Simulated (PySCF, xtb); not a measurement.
H3Si, SMILES [SiH3+], charge +1.

xtb 6.7.1 with GFN2-xTB at its own geometry gives an orbital gap of 4.04 eV.

The structure is a stationary point at PBE0-D3(BJ)/def2-TZVPD.

What does PBE/def2-TZVPD (PySCF) give? (The exact figures need the calculation; the answer reports its results.)

gap 5.07 eV (levels -16.33 and -11.26 eV).
